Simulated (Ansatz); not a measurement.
Reaction (ligand exchange at the Si–S bond): `OC(S)S[SiH3]` + `OC(F)[SiH3]` → `FC([SiH3])O[SiH3]` + `OC(S)S`

Program: Ansatz. Geometries: PBE0-D4/def2-TZVP. ΔE: electronic, gas phase. CCSD(T)/CBS adds triple-zeta CCSD(T) − MP2 to the extrapolated MP2 energy (def2 sets, frozen cores). One conformer a species, not always the lowest.

`OC(S)S[SiH3]`:

Z-matrix (Å, degrees):
```
C
S 1 1.829
S 1 1.832 2 108.9
O 1 1.382 2 109.1 3 125.1
H 1 1.089 2 109.7 3 -118.9
H 2 1.342 1 96.7 3 36.1
Si 3 2.141 1 98.1 2 -176.7
H 4 0.965 1 108.2 2 -64.4
H 7 1.486 3 109.3 1 47.1
H 7 1.483 3 112.4 1 -74.6
H 7 1.483 3 105.2 1 166.0
```

`OC(F)[SiH3]`:

```xyz
9

O    -0.398   -1.279   -0.927
C    -0.636   -0.056   -0.340
F    -0.822    0.919   -1.324
Si    0.880    0.426    0.722
H    -1.206   -1.600   -1.343
H    -1.570   -0.056    0.239
H     2.090    0.408   -0.134
H     0.649    1.785    1.271
H     1.013   -0.547    1.835
```

`FC([SiH3])O[SiH3]`:

```xyz
12

F    -1.532    0.759   -0.253
C    -0.529   -0.210   -0.272
Si   -1.074   -1.690    0.811
O     0.636    0.324    0.237
Si    1.443    1.602   -0.455
H    -0.404   -0.474   -1.333
H    -0.021   -2.735    0.736
H    -2.353   -2.227    0.281
H    -1.241   -1.216    2.205
H     0.835    2.900   -0.077
H     2.830    1.522    0.055
H     1.409    1.446   -1.935
```

`OC(S)S`:

Z-matrix (Å, degrees):
```
C
S 1 1.830
S 1 1.817 2 112.8
O 1 1.384 2 108.1 3 -128.6
H 1 1.090 2 109.5 3 116.2
H 2 1.341 1 96.8 3 -37.4
H 3 1.344 1 95.7 2 -42.4
H 4 0.964 1 108.7 2 66.4
```

| level | ΔE (kcal/mol) |
| --- | --- |
| CCSD/def2-TZVPP | -6.7 |
| CCSD(T)/def2-TZVPP | -6.0 |

(1) What does CCSD(T)/CBS give? (Estimate.)

Largest T1 diagnostic among the species: 0.012.

Results:

(1) Computed: -5.4 kcal/mol. The listed levels differ from it by -1.3, -0.6 kcal/mol.

In def2-TZVPP, CCSD(T) changes the Hartree–Fock value by +3.4 kcal/mol (the triples alone add +0.7 kcal/mol) and MP2 by +4.0 kcal/mol.
